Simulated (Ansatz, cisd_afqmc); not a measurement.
Species: BBrF, charge 0, doublet. BBrF (SMILES Br[B]F, doublet).
B3LYP-D3(BJ)/def2-TZVP minimum from Ansatz (an electronic-structure program):
```xyz
3

B     -0.8838     0.5363    -0.7152
F     -1.9875    -0.1459    -0.7869
Br     0.6373    -0.0391     0.3045
```
Charge 0, spin multiplicity 2.

Total energies in cc-pVDZ, 17 correlated electrons, 16 frozen orbitals. Open shells are spin-unrestricted; no spin-orbit coupling. Correlated methods leave the cores frozen (noble-gas shells, and filled d and f shells in the p block). No relativity. The Monte Carlo rows (phaseless AFQMC, CISD trial, step 0.005/hartree) carry one-sigma bars that omit the constraint's bias. Outlying blocks are dropped, and bars are widened where a walk drifts. Over all cases where full CI ran beside it in this data, AFQMC minus full CI had a median of +0.1 mEh and passed +0.4 mEh in a tenth of the cases. Spin-orbit terms, left out, reach several kcal/mol for Br and I, and more for heavier atoms.

| method | program | energy (Eh) | minus CCSDT(Q) (mEh) |
|---|---|---|---|
| HF | Ansatz | -2696.54211 | 386.86 |
| MP2 | Ansatz | -2696.90190 | 27.07 |
| CCSD | Ansatz | -2696.91860 | 10.37 |
| CCSD(T) | Ansatz | -2696.92740 | 1.57 |
| CCSDT(Q) | Ansatz | -2696.92897 | 0.00 |
| AFQMC/CISD | cisd_afqmc | -2696.9294 ± 0.0004 | -0.4 ± 0.4 |

Rough core times of Ansatz's runs on a shared machine: CCSD(T) under 20 s, CCSDT(Q) 2 min.
